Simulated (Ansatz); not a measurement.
Relaxation of ClFGaH2N (6 atoms, charge 0, multiplicity 1), to a largest force component of 0.015 eV/Å in at most 40 steps.

These are results of RKS PBE-D4/def2-SVP (Ansatz), not measurements.

```xyz
6
Properties=species:S:1:pos:R:3
N 0.115 0.903 0.125
Ga -0.030 -0.767 -0.009
F -1.534 -0.621 -0.417
Cl 0.404 -2.049 0.289
H -0.697 1.219 0.749
H -0.142 1.419 -0.805
```

Question: Where does it end, and by what steps?

Answer: It converged. After 18 steps the energy has fallen by 19.441 eV; H6 moved furthest, 1.24 Å. The start is strongly strained (largest force component 74 eV/Å).

```csv
step,energy less start (eV),largest force component (eV/Å),accepted
0,0.0000,73.940,yes
1,-13.7692,19.107,yes
2,-17.6875,6.848,yes
3,-18.8907,1.571,yes
4,-19.1374,0.481,yes
5,-19.1492,0.586,yes
6,-19.1753,0.122,yes
7,-19.1500,1.497,no
8,-19.1955,0.214,yes
9,-19.2229,0.301,yes
10,-19.2614,0.749,yes
11,-19.2997,1.194,yes
12,-19.3612,0.997,yes
13,-19.4227,0.325,yes
14,-19.4352,0.179,yes
15,-19.4399,0.143,yes
16,-19.4406,0.114,yes
17,-19.4412,0.052,yes
18,-19.4413,0.011,yes
```

```xyz
6
Properties=species:S:1:pos:R:3
N -0.114 1.061 0.193
Ga -0.519 -0.687 -0.043
F -2.208 -1.190 -0.052
Cl 0.956 -2.241 -0.133
H -0.826 1.769 0.000
H 0.826 1.393 -0.032
```

Whether the end is a true minimum wasn't checked by a vibrational analysis.

The run took 110 s on 1 CPU thread of a shared host.
